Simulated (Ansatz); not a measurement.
Program: Ansatz. Geometries: PBE0-D4/def2-TZVP. ΔE: electronic, gas phase. CCSD(T)/CBS is the MP2 limit (def2-TZVPP, def2-QZVPP) plus CCSD(T) − MP2 in def2-TZVPP, frozen cores. DFT in def2-TZVPP. For Br, Ge outer-core shells are correlated without core-valence functions, which leaves a few kJ/mol of doubt a bond. Scalar relativity is left out up to krypton.

Reaction (redistribution): `C[SiH](Cl)Br` + `[F][GeH]([Cl])[GeH3]` → `C[SiH](Cl)[GeH3]` + `[F][GeH]([Cl])[Br]`

`C[SiH](Cl)Br`:

Z-matrix (Å, degrees):
```
C
Si 1 1.848
H 1 1.092 2 110.1
H 1 1.092 2 110.4 3 120.0
H 1 1.093 2 110.0 3 -120.0
Cl 2 2.049 1 109.8 3 179.9
Br 2 2.216 1 109.8 3 -60.3
H 2 1.478 1 113.5 3 59.6
```

`[F][GeH]([Cl])[GeH3]`:

Z-matrix (Å, degrees):
```
Ge
Cl 1 2.149
Ge 1 2.424 2 109.4
F 1 1.739 2 105.4 3 -115.7
H 1 1.537 2 107.2 3 132.2
H 3 1.534 1 109.2 2 -176.8
H 3 1.533 1 108.2 2 63.3
H 3 1.531 1 107.9 2 -56.4
```

`C[SiH](Cl)[GeH3]`:

Z-matrix (Å, degrees):
```
C
Si 1 1.862
H 1 1.092 2 110.9
H 1 1.092 2 110.5 3 -120.3
H 1 1.094 2 110.0 3 119.9
Cl 2 2.070 1 108.9 3 61.8
Ge 2 2.379 1 112.6 3 -57.7
H 2 1.487 1 110.5 3 178.5
H 7 1.538 2 110.1 1 58.5
H 7 1.540 2 110.3 1 -60.9
H 7 1.536 2 110.8 1 178.9
```

`[F][GeH]([Cl])[Br]`:

Cartesian coordinates in Å:
```
F 0.242 0.446 1.657
Ge 0.025 -0.136 0.052
Cl -2.010 0.205 -0.437
Br 1.372 1.105 -1.291
H 0.371 -1.620 0.019
```

```tsv
species	PBE-D4 energy (Eh)
`C[SiH](Cl)Br`	-3363.73831
`[F][GeH]([Cl])[GeH3]`	-4715.68586
`C[SiH](Cl)[GeH3]`	-2868.40045
`[F][GeH]([Cl])[Br]`	-5211.01011
```

Task: Work out ΔE.

Result: ΔE = (-2868.40045) + (-5211.01011) − (-3363.73831) − (-4715.68586) = 0.01361 Eh = +0.37 eV. CCSD(T)/CBS gives +0.43 eV.

Largest T1 diagnostic among the species: 0.012.

At CCSD(T), def2-SVP lies −0.11 eV from the extrapolated value and def2-TZVPP −0.06 eV. Leaving LDA and LC-ωPBE aside and taking each functional with its dispersion term where it has one, the values, not all of them listed here, spread over 0.07 eV, from B97M-V to ωB97M-V.
